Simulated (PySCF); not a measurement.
ZnI2, SMILES [I][Zn][I].

Geometry optimised at PBE-D3(BJ)/def2-SVP. The isomer is the one that the SMILES or the coordinates give; other isomers of the formula were not compared. The def2 effective core potentials stand for the cores of I; spin–orbit coupling is left out.

Calculation: TDDFT-PBE/def2-SVPD in PySCF.

Vertical excitations; the highest root listed may be one member of a degenerate set. Gas-phase values at a fixed geometry. State labels are in the subgroup D2h.

Computed lowest excited states:
| state | symmetry | energy (eV) | λ (nm) | f | main pairs |
|---|---|---|---|---|---|
| S1 | B2g | 4.00 | 310 | 0.000 | HOMO−1→LUMO (degenerate set) |
| S2 | B3g | 4.00 | 310 | 0.000 | HOMO→LUMO (degenerate set) |
| S3 | B3u | 4.34 | 285 | 0.022 | HOMO−2→LUMO (degenerate set) |
| S4 | B2u | 4.34 | 285 | 0.022 | HOMO−3→LUMO (degenerate set) |
| S5 | Au | 5.19 | 239 | 0.000 | HOMO−1→LUMO+1 50 %, HOMO→LUMO+2 50 % |
| S6 | B1u | 5.24 | 237 | 0.000 | HOMO−1→LUMO+2, HOMO→LUMO+1 (degenerate set) |
| S7 | Au | 5.24 | 237 | 0.000 | HOMO→LUMO+2, HOMO−1→LUMO+1 (degenerate set) |
| S8 | B1u | 5.35 | 232 | 0.000 | HOMO−4→LUMO 37 %, HOMO→LUMO+1 32 %, HOMO−1→LUMO+2 32 % |
| S9 | B1g | 5.51 | 225 | 0.000 | HOMO−2→LUMO+1 50 %, HOMO−3→LUMO+2 50 % |
| S10 | B1g | 5.55 | 223 | 0.000 | HOMO−3→LUMO+2 50 %, HOMO−2→LUMO+1 50 % |
| T1 | B2g | 3.73 | 332 | 0 | HOMO−1→LUMO (degenerate set) |
| T2 | B3g | 3.73 | 332 | 0 | HOMO→LUMO (degenerate set) |
| T3 | B3u | 4.02 | 309 | 0 | HOMO−2→LUMO (degenerate set) |
| T4 | B2u | 4.02 | 309 | 0 | HOMO−3→LUMO (degenerate set) |
Triplets are in the Tamm–Dancoff approximation, which puts them higher than full response would, so one can lie above its singlet here.
